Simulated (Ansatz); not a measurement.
Geometry optimisation, UKS B3LYP-D4/def2-SVP (Ansatz).

Input file:

```yaml
crystal:
  periodic: [false, false, false]
  atoms:
    - { symbol: B, position_ang: [-1.0333, 1.0116, -0.332] }
    - { symbol: S, position_ang: [-1.3322, -0.5765, 0.5616] }
    - { symbol: Al, position_ang: [0.8385, -1.0926, 0.3759] }
    - { symbol: F, position_ang: [1.546, -1.9875, -1.0507] }
    - { symbol: F, position_ang: [2.0251, -0.5777, 1.6535] }
    - { symbol: H, position_ang: [-0.8241, 2.0523, 0.2617] }
    - { symbol: H, position_ang: [-1.1586, 1.1024, -1.5157] }
magnetization:
  spin_polarized: true
basis:
  gaussian: { orbitals: def2-SVP }
hamiltonian:
  xc: b3lyp
  dispersion: d4
relax:
  f_tol: 0.02
  max_steps: 50
```

Command:

```bash
$ ansatz run input.yaml --threads 2 --pin off --max-ram 3072MiB --backend cpu --events-out ev --progress --plain --runs-dir out
```

Q: Where does it end, and by what steps?

A: It converged. After 28 steps the energy has fallen by 1.541 eV; H7 moved furthest, 1.62 Å. Joined: B1–Al3.

```tsv
step	energy less start (eV)	largest force component (eV/Å)	accepted
0	0.0000	2.904	yes
1	-0.5053	1.955	yes
2	-0.7286	1.132	yes
3	-0.8201	0.421	yes
4	-0.8668	0.890	yes
5	-0.9797	1.006	yes
6	-1.0885	0.896	yes
7	-1.1853	0.636	yes
8	-1.2894	0.476	yes
9	-1.3375	0.567	yes
10	-1.3223	1.063	no
11	-1.3700	0.166	yes
12	-1.3691	0.312	no
13	-1.3765	0.145	yes
14	-1.3785	0.116	yes
15	-1.3796	0.061	yes
16	-1.3797	0.058	yes
17	-1.3802	0.036	yes
18	-1.3802	0.035	yes
19	-1.3836	0.131	yes
20	-1.4000	0.316	yes
21	-1.4434	0.342	yes
22	-1.4952	0.361	yes
23	-1.4749	1.111	no
24	-1.5330	0.200	yes
25	-1.5387	0.106	yes
26	-1.5409	0.089	yes
27	-1.5412	0.045	yes
28	-1.5412	0.004	yes
```

```xyz
7
Properties=species:S:1:pos:R:3
B -0.882 0.877 -0.092
S -1.292 -0.414 1.045
Al 0.683 -0.850 0.175
F 0.819 -1.896 -1.104
F 2.064 -0.443 0.996
H -1.542 1.838 -0.365
H 0.211 0.820 -0.700
```

Whether the end is a true minimum wasn't checked by a vibrational analysis.

Run time: 68 s on 2 threads of Intel(R) Xeon(R) Platinum 8488C (Sapphire Rapids), with other jobs on the host, peak memory 0.27 GiB.
